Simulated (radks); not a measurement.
Problem. Cl-, 18 electrons, occupied as [Ar]. Method: non-relativistic Kohn-Sham, r2SCAN, spin-polarised, spherical densities, point nucleus; meta-GGA in the generalised Kohn-Sham scheme; hard spherical wall at 3.5 bohr; computed with a radial shooting solver on a logarithmic mesh with Libxc functionals. Some entries of the table are withheld. Estimate them.

orbital  occ.  eigenvalue (hartree)  <r> (bohr)  <r^2> (bohr^2)
1s          2                   (1)     0.09143         0.01124
2s          2              -8.57816      0.4453             (2)
2p          6              -6.31246      0.4080          0.2074
3s          2                   (3)       1.538           2.677
3p          6               0.34774         (4)           3.132
3d          0               1.04191       1.853           3.797
4s          0               1.57753       2.071           4.942
4p          0               1.92185       1.994           4.706

Solution. 
(1) 1s eigenvalue (hartree): -100.3571
(2) 2s <r^2> (bohr^2): 0.2356
(3) 3s eigenvalue (hartree): -0.12117
(4) 3p <r> (bohr): 1.668
